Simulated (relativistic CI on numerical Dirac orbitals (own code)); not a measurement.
**Slater and spin-orbit integrals, Nb29+**

Computed by Dirac-Coulomb-Breit CI, separate exchange-only KLI orbitals for each configuration, QED by a radiative potential, unscaled Slater integrals (own radial code, finite nucleus).

Slater integrals F^k, G^k are unscaled and averaged over j, outside the closed core [Ne]; ζ comes from projecting the Hamiltonian with its Breit term on Σ l·s of the shell.

- 3s3p: G^1(3s,3p) = 339670, ζ(3p) = 125420 cm⁻¹; <r>(3s) = 0.3796, <r^2>(3s) = 0.1638, <r>(3p) = 0.3677, <r^2>(3p) = 0.1558 (bohr units).
- 3p²: F^2(3p,3p) = 269340, ζ(3p) = 125350 cm⁻¹; <r>(3p) = 0.3681, <r^2>(3p) = 0.1562 (bohr units).
- 3s3d: G^2(3s,3d) = 212020, ζ(3d) = 15116 cm⁻¹; <r>(3s) = 0.3799, <r^2>(3s) = 0.1641, <r>(3d) = 0.3257, <r^2>(3d) = 0.1223 (bohr units).

Averages of the first 10 configurations, taken without configuration mixing, which lowers the lowest level and can move excited configurations by several eV; other configurations of the list can lie among them:

```csv
Configuration,Parity,States,Average energy above the lowest level (eV)
3s²,even,1,3.4
3s3p,odd,12,81.2
3p²,even,15,170.6
3s3d,even,20,189.0
3d²,even,45,380.7
3p3d,odd,60,273.5
3p4s,odd,12,838.5
3d4s,even,20,940.0
3s4s,even,4,753.3
3s4p,odd,12,789.0
```
